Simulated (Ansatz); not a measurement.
Energy difference 2 R1 → P1, each structure at its B3LYP-D3(BJ)/def2-TZVP stationary point, reached from a drawn start (curvature not checked).
R1, I2Zn (SMILES [I][Zn][I]) (charge 0, multiplicity 1):
```tsv
atom	x (Å)	y (Å)	z (Å)
Zn	0.0000	0.0000	0.0002
I	2.4341	-0.0037	0.0083
I	-2.4341	0.0037	-0.0085
```
P1, I4Zn2 (SMILES [I][Zn]1[I][Zn]([I])[I]1) (charge 0, multiplicity 1, Z-matrix in Å and degrees):
```
Zn
I 1 2.4616
I 1 2.6490 2 130.24
Zn 3 2.6498 1 80.25 2 179.63
I 4 2.4616 3 130.04 1 -179.63
I 4 2.6491 5 130.20 3 -179.86
```

P less R. No zero-point or thermal terms; singlets are restricted closed shells; no spin–orbit coupling. The spin states of the d-block species are the ones drawn and need not be the lowest.

The values were computed with Ansatz (Gaussian orbitals). All values are computed, each at the level named. Elements past Kr take the def2 small-core potentials, without spin–orbit coupling.

**Question.** One of these levels gives -21.20 kcal/mol for the reaction energy. Which?
A. HF/def2-SVP
B. SVWN5/def2-TZVPP
C. B97M-V/def2-TZVPP
D. r2SCAN/def2-TZVPP

**Answer.** D, r2SCAN/def2-TZVPP. The others give -12.42 (HF/def2-SVP), -26.42 (SVWN5/def2-TZVPP), -19.11 (B97M-V/def2-TZVPP)

Ansatz is a first-principles code.
